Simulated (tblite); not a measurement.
C₇H₁₃P.
SMILES with atom numbers: `[CH3:1][CH2:2][P:3]1[CH2:4][CH:5]=[C:6]([CH3:7])[CH2:8]1` (hydrogens: H9, H10, H11 on C1; H12, H13 on C2; H14, H15 on C4; H16 on C5; H17, H18, H19 on C7; H20, H21 on C8)

Computed with GFN2-xTB (tblite), gas phase: L-BFGS steps from a force-field or distance-geometry start until the largest atomic force falls under 0.01 eV/Å.

Geometry at step 4:
```
atom  x, y, z in Å
C1     -2.7991    0.6798   -0.5271
C2     -1.7979   -0.4305   -0.2477
P3     -0.8616   -0.0520    1.3271
C4      0.2817   -1.5528    1.2835
C5      1.3979   -1.1502    0.3745
C6      1.4960    0.1180    0.0226
C7      2.5541    0.6761   -0.8660
C8      0.4655    1.0595    0.5810
H9     -3.4515    0.8275    0.3325
H10    -3.4125    0.4194   -1.3857
H11    -2.2978    1.6233   -0.7349
H12    -1.1510   -0.5924   -1.1194
H13    -2.3402   -1.3612   -0.0545
H14    -0.2401   -2.4552    0.9336
H15     0.6566   -1.7788    2.2923
H16     2.0933   -1.9090    0.0471
H17     3.2332   -0.1102   -1.1776
H18     2.1000    1.1258   -1.7453
H19     3.1121    1.4410   -0.3318
H20     0.9051    1.7070    1.3526
H21     0.0475    1.7318   -0.1811
```

Task: What forces act on the atoms?

Result: 
| atom | Fx (eV/Å) | Fy (eV/Å) | Fz (eV/Å) |
| --- | --- | --- | --- |
| C1 | -0.087 | 0.018 | -0.043 |
| C2 | -0.043 | -0.023 | 0.076 |
| P3 | 0.199 | -0.081 | -0.129 |
| C4 | -0.088 | 0.172 | 0.008 |
| C5 | 0.003 | -0.333 | 0.073 |
| C6 | -0.007 | 0.206 | -0.060 |
| C7 | -0.028 | -0.036 | 0.059 |
| C8 | -0.119 | -0.159 | 0.083 |
| H9 | 0.015 | -0.005 | -0.022 |
| H10 | -0.069 | 0.049 | -0.068 |
| H11 | 0.009 | -0.017 | -0.003 |
| H12 | 0.093 | 0.056 | 0.249 |
| H13 | -0.008 | -0.015 | -0.024 |
| H14 | 0.008 | 0.250 | 0.028 |
| H15 | -0.055 | 0.117 | -0.116 |
| H16 | 0.028 | 0.002 | -0.008 |
| H17 | 0.091 | -0.002 | -0.061 |
| H18 | 0.030 | 0.083 | -0.078 |
| H19 | 0.075 | 0.096 | -0.044 |
| H20 | -0.059 | -0.167 | -0.021 |
| H21 | 0.011 | -0.212 | 0.101 |

The largest, 0.34 eV/Å, acts on C5; the rms over all components is 0.101 eV/Å. The forces sum to zero within rounding, as they must for an isolated molecule in no field.

Task: Give the force on C5 in Eh/bohr and in nN.

Result: 0.341 eV/Å ÷ 51.422 = 0.00663 Eh/bohr, and 0.341 eV/Å × 1.602 = 0.55 nN.

Task: How far is this geometry from the end of the optimisation?

Result: 0.041 eV above it, and 0.077 Å rms away after alignment. The bonds farthest from their final lengths, with half the difference of the two atoms' forces along the bond (positive lengthens):

| bond | now (Å) | final (Å) | force along bond (eV/Å) |
| --- | --- | --- | --- |
| P3–C4 | 1.887 | 1.870 | -0.19 |
| P3–C8 | 1.885 | 1.869 | -0.18 |
| C4–H14 | 1.100 | 1.093 | -0.06 |
| C8–H21 | 1.099 | 1.093 | -0.05 |
| C4–H15 | 1.100 | 1.095 | -0.05 |
| C5=C6 | 1.320 | 1.324 | +0.28 |

The angle farthest from its final value is P3–C2–H12, 113.8° against 109.3°.

Of the 2 listed bonds off by 0.010 Å or more, this force points towards the final length in 2.

The cost below is that of the whole relaxation. Time: 0.44 s of wall time. Hardware: one thread, Arm Neoverse V2 (aarch64), on a shared host.
